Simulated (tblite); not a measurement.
Record of a relaxation.

C₄H₈FNSi₂.
Atom-mapped SMILES: `[N:1]#[C:2][Si@@H:3]1[SiH2:4][CH2:5][CH2:6][C@@H:7]1[F:8]` (hydrogens: H9 on Si3; H10, H11 on Si4; H12, H13 on C5; H14, H15 on C6; H16 on C7)

Computed with GFN2-xTB (tblite), gas phase: L-BFGS steps from a force-field or distance-geometry start until the largest atomic force falls under 0.01 eV/Å. 8 of its 53 geometries are shown.

Step 0: E = -644.1309 eV, largest atomic force 3.924 eV/Å
```
atom  x, y, z in Å  |  force x, y, z in eV/Å
N1      3.673   -0.905    1.340   -2.792   0.452  -2.046
C2      2.730   -0.792    0.644    3.104  -0.874   2.235
Si3     1.290   -0.630   -0.480    0.100   1.360  -1.300
Si4     0.484    1.572   -0.432    0.441  -0.061   0.190
C5     -1.227    1.042    0.238   -0.149   0.131  -0.166
C6     -1.535   -0.413   -0.180    0.523   0.478   0.179
C7     -0.340   -1.319    0.175   -0.750  -0.268  -0.297
F8     -0.248   -1.384    1.542   -0.059  -0.149   0.600
H9      1.531   -1.061   -1.893    0.091  -0.224   0.586
H10     1.180    2.473    0.526   -0.281  -0.097  -0.379
H11     0.363    2.127   -1.797    0.007   0.077   0.265
H12    -2.002    1.716   -0.150    0.016  -0.238   0.227
H13    -1.226    1.128    1.334   -0.109  -0.103  -0.296
H14    -2.426   -0.752    0.346   -0.038  -0.161   0.069
H15    -1.739   -0.455   -1.253    0.143  -0.083   0.049
H16    -0.514   -2.338   -0.175   -0.246  -0.239   0.083
```

Step 7: E = -644.3781 eV, largest atomic force 0.312 eV/Å
```
atom  x, y, z in Å  |  force x, y, z in eV/Å
N1      3.632   -0.894    1.318   -0.109  -0.117  -0.103
C2      2.731   -0.876    0.608    0.169   0.048   0.133
Si3     1.302   -0.535   -0.528   -0.192  -0.228  -0.093
Si4     0.483    1.609   -0.423    0.039  -0.067   0.072
C5     -1.223    1.054    0.223   -0.114  -0.021   0.091
C6     -1.506   -0.400   -0.170   -0.045   0.043  -0.040
C7     -0.336   -1.325    0.170   -0.117   0.016   0.036
F8     -0.256   -1.413    1.555    0.110   0.019   0.094
H9      1.579   -1.142   -1.837    0.078  -0.122   0.070
H10     1.157    2.513    0.494    0.014   0.195   0.056
H11     0.364    2.170   -1.760   -0.035   0.227  -0.185
H12    -2.028    1.697   -0.130   -0.057  -0.028  -0.037
H13    -1.238    1.117    1.310    0.031   0.024   0.095
H14    -2.406   -0.752    0.348    0.079   0.003  -0.012
H15    -1.700   -0.466   -1.241    0.048  -0.038  -0.084
H16    -0.562   -2.348   -0.154    0.100   0.047  -0.093
```

Step 15: E = -644.4165 eV, largest atomic force 0.119 eV/Å
```
atom  x, y, z in Å  |  force x, y, z in eV/Å
N1      3.620   -0.961    1.296   -0.043  -0.045  -0.033
C2      2.714   -0.872    0.600    0.089  -0.017   0.075
Si3     1.288   -0.544   -0.549   -0.010   0.007  -0.046
Si4     0.482    1.627   -0.434   -0.105  -0.029   0.048
C5     -1.228    1.060    0.232   -0.064  -0.076   0.013
C6     -1.503   -0.397   -0.164    0.009  -0.017  -0.028
C7     -0.336   -1.321    0.181    0.015   0.031  -0.023
F8     -0.230   -1.413    1.564    0.008  -0.016  -0.016
H9      1.627   -1.251   -1.796   -0.021   0.007   0.061
H10     1.123    2.581    0.471    0.002  -0.011   0.024
H11     0.350    2.264   -1.746   -0.035   0.041  -0.079
H12    -2.052    1.681   -0.122    0.048   0.032  -0.014
H13    -1.241    1.125    1.322    0.047   0.013  -0.011
H14    -2.410   -0.755    0.337    0.063   0.032  -0.016
H15    -1.666   -0.472   -1.242   -0.027   0.026  -0.010
H16    -0.548   -2.339   -0.168    0.022   0.023   0.057
```

Step 22: E = -644.4215 eV, largest atomic force 0.049 eV/Å
```
atom  x, y, z in Å  |  force x, y, z in eV/Å
N1      3.623   -0.999    1.296   -0.024  -0.021  -0.008
C2      2.717   -0.873    0.606    0.021  -0.022   0.008
Si3     1.294   -0.530   -0.549   -0.002  -0.028  -0.004
Si4     0.466    1.634   -0.444    0.021  -0.018   0.007
C5     -1.232    1.058    0.233   -0.003  -0.018  -0.023
C6     -1.502   -0.397   -0.170    0.013  -0.007   0.020
C7     -0.330   -1.315    0.178    0.014   0.019  -0.009
F8     -0.222   -1.407    1.562   -0.022   0.040  -0.011
H9      1.629   -1.271   -1.775    0.003   0.029   0.015
H10     1.109    2.576    0.472    0.010   0.013   0.017
H11     0.329    2.284   -1.752   -0.029   0.006  -0.031
H12    -2.049    1.687   -0.122   -0.019  -0.012   0.035
H13    -1.231    1.123    1.323   -0.012  -0.006  -0.041
H14    -2.403   -0.759    0.334    0.004   0.003  -0.010
H15    -1.671   -0.465   -1.250    0.014  -0.008   0.046
H16    -0.533   -2.338   -0.159    0.010   0.031  -0.011
```

Step 30: E = -644.4241 eV, largest atomic force 0.036 eV/Å
```
atom  x, y, z in Å  |  force x, y, z in eV/Å
N1      3.620   -1.042    1.301   -0.023  -0.017  -0.010
C2      2.720   -0.891    0.609   -0.003  -0.001  -0.003
Si3     1.302   -0.521   -0.546   -0.002  -0.010   0.014
Si4     0.460    1.641   -0.452    0.010   0.001  -0.002
C5     -1.235    1.058    0.226   -0.005   0.019   0.007
C6     -1.499   -0.397   -0.174    0.010   0.003   0.009
C7     -0.322   -1.301    0.180    0.016  -0.009  -0.012
F8     -0.226   -1.382    1.566    0.009  -0.004  -0.014
H9      1.635   -1.266   -1.770    0.003   0.028   0.001
H10     1.104    2.575    0.473   -0.002   0.015  -0.019
H11     0.299    2.288   -1.760    0.007  -0.002   0.001
H12    -2.060    1.683   -0.112   -0.013   0.012  -0.014
H13    -1.224    1.120    1.316   -0.007  -0.012   0.014
H14    -2.397   -0.761    0.334   -0.010  -0.007  -0.013
H15    -1.668   -0.471   -1.252    0.003   0.003   0.011
H16    -0.517   -2.325   -0.158    0.006  -0.018   0.031
```

Step 37: E = -644.4262 eV, largest atomic force 0.054 eV/Å
```
atom  x, y, z in Å  |  force x, y, z in eV/Å
N1      3.606   -1.107    1.305   -0.011  -0.006  -0.007
C2      2.715   -0.915    0.611   -0.009   0.000  -0.004
Si3     1.306   -0.508   -0.542    0.009   0.000   0.035
Si4     0.451    1.646   -0.453    0.000   0.051  -0.017
C5     -1.242    1.059    0.228    0.030  -0.003  -0.002
C6     -1.495   -0.397   -0.175    0.002  -0.027  -0.004
C7     -0.314   -1.294    0.185    0.034  -0.014   0.011
F8     -0.214   -1.358    1.571    0.012   0.010   0.018
H9      1.649   -1.226   -1.778   -0.010  -0.005  -0.020
H10     1.102    2.598    0.449   -0.017   0.002   0.001
H11     0.282    2.284   -1.765    0.006  -0.015   0.003
H12    -2.074    1.680   -0.108    0.026  -0.009   0.005
H13    -1.228    1.113    1.318   -0.020   0.013   0.005
H14    -2.395   -0.765    0.323   -0.034  -0.026   0.027
H15    -1.657   -0.474   -1.253    0.007   0.016  -0.036
H16    -0.499   -2.326   -0.133   -0.024   0.014  -0.018
```

Step 45: E = -644.4272 eV, largest atomic force 0.017 eV/Å
```
atom  x, y, z in Å  |  force x, y, z in eV/Å
N1      3.597   -1.143    1.306    0.006  -0.004   0.007
C2      2.711   -0.929    0.612   -0.001   0.000  -0.009
Si3     1.309   -0.499   -0.539   -0.004  -0.008   0.008
Si4     0.448    1.654   -0.454   -0.005   0.007   0.004
C5     -1.241    1.057    0.231    0.001   0.009  -0.011
C6     -1.491   -0.400   -0.175    0.006   0.002  -0.002
C7     -0.308   -1.291    0.190    0.005  -0.004   0.004
F8     -0.205   -1.345    1.576    0.004  -0.007   0.005
H9      1.646   -1.206   -1.783   -0.008  -0.006  -0.009
H10     1.091    2.616    0.442   -0.015   0.003   0.001
H11     0.276    2.278   -1.773    0.004  -0.012   0.012
H12    -2.072    1.675   -0.110   -0.006   0.007   0.005
H13    -1.234    1.114    1.321   -0.001   0.004  -0.014
H14    -2.393   -0.774    0.320    0.003   0.007   0.005
H15    -1.647   -0.474   -1.254    0.000   0.005  -0.004
H16    -0.496   -2.324   -0.124    0.013  -0.003  -0.003
```

Step 52: E = -644.4276 eV, largest atomic force 0.010 eV/Å
```
atom  x, y, z in Å  |  force x, y, z in eV/Å
N1      3.594   -1.157    1.307    0.003  -0.001   0.000
C2      2.712   -0.936    0.611    0.009  -0.004  -0.002
Si3     1.311   -0.498   -0.538   -0.003   0.004   0.001
Si4     0.448    1.655   -0.452   -0.005   0.004   0.000
C5     -1.242    1.058    0.229    0.002  -0.002   0.001
C6     -1.488   -0.399   -0.174   -0.004   0.003   0.001
C7     -0.303   -1.290    0.192   -0.009   0.003   0.000
F8     -0.201   -1.345    1.579   -0.002  -0.001  -0.002
H9      1.637   -1.202   -1.787    0.001   0.000   0.000
H10     1.077    2.628    0.443    0.000   0.001   0.002
H11     0.276    2.271   -1.774    0.006   0.001  -0.003
H12    -2.073    1.676   -0.112    0.004  -0.006   0.000
H13    -1.235    1.117    1.319   -0.004   0.001  -0.001
H14    -2.389   -0.774    0.320   -0.001   0.002  -0.002
H15    -1.641   -0.473   -1.254   -0.004  -0.005   0.005
H16    -0.490   -2.323   -0.123    0.005   0.000   0.001
```

**Question.** Summarise the path.

**Answer.** The energy falls by 0.2967 eV from step 0 to step 52; nine tenths of that is first reached at step 10. It rises by more than 0.2 meV at step 1. The largest force goes from 3.924 to 0.010 eV/Å. Among the bonds Si3–C7 changes most, from 1.887 to 1.941 Å; the atoms move by 0.130 Å rms after alignment.

What follows is the cost of the whole relaxation. On an Arm Neoverse V1 with one thread, shared host with 32 logical CPUs at a one-minute load of 3.9, this took 0.42 s wall.
